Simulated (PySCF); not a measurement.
C₅H₈Si, SMILES C#CC(=C)[SiH2]C.

Geometry: B3LYP-D3(BJ)/def2-SVP. The structure was generated by enumeration, and PubChem lists no compound with its InChIKey, so it may never have been made. One conformer was computed; it need not be the lowest.

All values below come from PySCF 2.14.0 with B3LYP-D3(BJ)/def2-SVP.

Frequencies are harmonic and unscaled.

| mode | ν (cm⁻¹) | IR (km/mol) | moving atoms (share of kinetic energy) |
|---|---|---|---|
| 1 | 53 | 0.3 | C 56 %, H 32 %, Si 11 % |
| 2 | 114 | 0.0 | C 65 %, H 27 %, Si 8 % |
| 3 | 156 | 0.1 | H 74 %, C 20 % |
| 4 | 182 | 0.5 | H 45 %, C 37 %, Si 18 % |
| 5 | 272 | 5.5 | C 68 %, H 26 % |
| 6 | 293 | 2.9 | C 65 %, H 29 % |
| 7 | 463 | 10.4 | C 51 %, H 34 %, Si 15 % |
| 8 | 494 | 17.6 | C 43 %, H 38 %, Si 19 % |
| 9 | 511 | 6.5 | H 71 %, C 24 % |
| 10 | 627 | 1.1 | C 70 %, H 24 % |
| 11 | 677 | 33.6 | H 78 %, C 22 % |
| 12 | 681 | 32.2 | H 77 %, C 23 % |
| 13 | 687 | 6.2 | H 50 %, C 36 %, Si 15 % |
| 14 | 715 | 14.3 | H 58 %, C 30 %, Si 13 % |
| 15 | 748 | 24.1 | H 59 %, C 34 % |
| 16 | 769 | 32.1 | H 78 %, C 13 %, Si 9 % |
| 17 | 888 | 31.8 | H 78 %, C 17 % |
| 18 | 908 | 261.2 | H 80 %, Si 12 %, C 9 % |
| 19 | 937 | 8.9 | C 53 %, H 46 % |
| 20 | 953 | 84.5 | H 95 % |
| 21 | 964 | 36.0 | H 72 %, C 28 % |
| 22 | 1201 | 3.9 | C 69 %, H 30 % |
| 23 | 1270 | 17.9 | H 79 %, C 21 % |
| 24 | 1420 | 9.4 | H 82 %, C 18 % |
| 25 | 1433 | 4.7 | H 96 % |
| 26 | 1438 | 1.8 | H 96 % |
| 27 | 1647 | 1.5 | C 86 %, H 14 % |
| 28 | 2194 | 5.2 | C 90 %, H 10 % |
| 29 | 2213 | 111.9 | H 97 % |
| 30 | 2215 | 120.7 | H 96 % |
| 31 | 3033 | 3.4 | H 97 % |
| 32 | 3127 | 3.9 | H 91 %, C 9 % |
| 33 | 3129 | 7.5 | H 95 % |
| 34 | 3129 | 3.0 | H 91 %, C 9 % |
| 35 | 3229 | 3.3 | H 89 %, C 11 % |
| 36 | 3471 | 81.8 | H 86 %, C 14 % |
